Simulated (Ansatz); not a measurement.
Two members of one family (Series SbH2X), computed with Ansatz in the gas phase; def2 core potentials for Sb, no spin–orbit coupling. Binding counts from free atoms in the multiplicity of their measured ground term, without zero-point energy. A dash marks a value that wasn't run or was left out as unsound. The structures are stationary points that may keep the symmetry of their start. Remarks come from the PBE and PBE0 runs and from stability tests at other levels; not every state was tested. HOMO above LUMO (over both spins in singlets and doublets, within one spin in higher multiplets; at PBE or PBE0), or a gap under 0.15 eV within one spin, warns that the state may not be the lowest or that an electron is smeared out.

First: SbH2(SiH3) (singlet, charge 0, r2SCAN-D4/def2-TZVP geometry).

```xyz
7

Sb   -0.688    0.134   -1.566
H     0.341   -1.188   -1.903
H    -1.874   -0.914   -0.922
Si    0.391    0.425    0.759
H     0.420   -0.827    1.554
H    -0.373    1.455    1.507
H     1.781    0.915    0.570
```

```
                level  HOMO (eV)  LUMO (eV)  gap (eV)  vertical IE (eV)  vertical triplet (eV)  binding per atom (eV)
LDA (SPW92)/def2-TZVP      -6.43      -1.38      5.05                 –                      –                   2.87
     PBE-D4/def2-TZVP      -6.30      -1.21      5.09              9.23                   4.61                   2.54
  r2SCAN-D4/def2-TZVP      -6.53      -0.94      5.59              9.26                   4.65                   2.56
     PBE0-D4/def2-SVP      -7.23      -0.24      7.00                 –                      –                   2.51
    LC-ωPBE/def2-TZVP      -9.67       1.47     11.14                 –                      –                   2.50
```

Second: SbH2(vinyl) (singlet, charge 0, r2SCAN-D4/def2-TZVP geometry).

```
atom   x (Å)   y (Å)   z (Å)
 Sb1  -1.029  -0.675   1.199
  H2   0.030  -0.443   2.526
  H3  -1.846   0.777   1.600
  C4   0.284   0.286  -0.198
  C5   0.531  -0.239  -1.394
  H6   0.753   1.222   0.092
  H7   0.082  -1.174  -1.721
  H8   1.196   0.245  -2.105
```

Question: Estimate the same table for the second.

Answer: 
```csv
level,HOMO (eV),LUMO (eV),gap (eV),vertical IE (eV),vertical triplet (eV),binding per atom (eV)
LDA (SPW92)/def2-TZVP,-6.34,-1.60,4.74,–,–,3.97
PBE-D4/def2-TZVP,-6.21,-1.39,4.82,9.22,4.42,3.54
r2SCAN-D4/def2-TZVP,-6.45,-1.20,5.25,9.26,4.12,3.46
PBE0-D4/def2-SVP,-7.15,-0.27,6.87,–,–,3.48
LC-ωPBE/def2-TZVP,-9.73,1.78,11.51,–,–,3.42
```

Remarks: gap within one spin near zero at PBE or PBE0 (+1 doublet).
